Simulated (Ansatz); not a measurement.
The cluster Fe₂S, relaxed as a singlet with RKS B3LYP-D4/def2-TZVP in Ansatz, starting from the GFN2-xTB geometry. Force threshold 0.02 eV/Å.

The restricted singlet is unstable towards broken spin symmetry at other levels; at B3LYP-D4/def2-TZVP this wasn't settled. The relaxation made no stability test and no search for a lower SCF solution. At B3LYP-D4/def2-TZVP a triplet of charge 0 lies 3.65 eV below the restricted singlet, each at its own geometry. The structure comes from a short search, and lower isomers may exist.

Start:

```xyz
3

Fe    0.4534    1.7482    0.1893
Fe    0.0377   -1.7989    0.2432
S    -0.4911    0.0507   -0.4325
```

```
step  energy (eV)  largest force component (eV/Å)  SCF passes
   1  -79607.2961                           0.360         128
   2  -79607.3623                           0.219          60
   3  -79607.4581                           0.418         175
   4  -79607.8193                           1.060         236
   5  -79608.3249                           1.173         129
   6  -79608.6625                           0.338          97
   7  -79608.6676                           0.152          69
   8  -79608.6694                           0.072          64
   9  -79608.6696                           0.011          68
```

Force components are those of the run's own axes.

End:

```xyz
3

Fe    0.5724    1.0625    0.3729
Fe    0.3175   -1.1517    0.4105
S    -0.8899    0.0892   -0.7835
```

By distances, no bond broke or formed, bridged metal pairs apart. The bond that changes most is Fe2–S3, from 2.04 to 2.10 Å (atoms count from 1). Metal–metal contacts that move far: Fe1–Fe2 3.57 to 2.23 Å.

No frequencies were taken in this run, so the end may be a saddle point.

Hardware: 4 threads of AMD EPYC 7B13 on a shared host. Wall time 30 s.
